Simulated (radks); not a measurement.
Task: Radial electron density D(r) = 4 pi r^2 rho(r) of an atom or ion with 11 electrons. Method: scalar-relativistic Kohn-Sham, BLYP, spin-polarised, spherical densities, point nucleus; computed with a radial shooting solver on a logarithmic mesh with Libxc functionals.

```
   r/bohr * D(r) (the largest magnitude, 14.5, reaches the edge; | marks zero)
  0.01125 |     *
  0.01269 |       *
  0.01431 |         *
  0.01613 |           *
  0.01819 |             *
   0.0205 |                *
  0.02312 |                   *
  0.02607 |                      *
  0.02939 |                          *
  0.03314 |                              *
  0.03736 |                                   *
  0.04212 |                                       *
   0.0475 |                                           *
  0.05355 |                                               *
  0.06038 |                                                   *
  0.06753 |                                                     *
  0.07614 |                                                      *
  0.08585 |                                                      *
   0.0968 |                                                    *
   0.1091 |                                                  *
   0.1231 |                                              *
   0.1387 |                                          *
   0.1564 |                                     *
   0.1764 |                                  *
   0.1989 |                                *
   0.2242 |                               *
   0.2528 |                                 *
    0.285 |                                    *
   0.3214 |                                        *
   0.3624 |                                            *
   0.4086 |                                              *
    0.457 |                                               *
   0.5152 |                                             *
   0.5809 |                                         *
    0.655 |                                   *
   0.7385 |                            *
   0.8327 |                     *
   0.9388 |               *
    1.059 |         *
    1.193 |      *
    1.346 |    *
    1.517 |  *
    1.711 |  *
    1.929 | *
    2.175 | *
    2.452 | *
    2.765 |*
    3.092 |*
    3.486 *
    3.931 *
    4.432 *
    4.997 *
    5.634 *
    6.353 *
```

What is the nuclear charge?

Result: Z = 13. The innermost maximum, from 1s, lies near gamma/Z bohr with gamma = sqrt(1 - (Z/c)^2) = 0.995, here 0.0766 bohr (found: 0.0805), and its height grows with Z. The density is that of the aluminium ion Al2+ in [Ne] 3s1; the configuration itself is not fixed sharply by these data, and Z only to about a unit. D(r) has 2 maxima, at r = 0.0805, 0.446 bohr, and minima at 0.215 bohr, inside which lie 2.21 electrons.
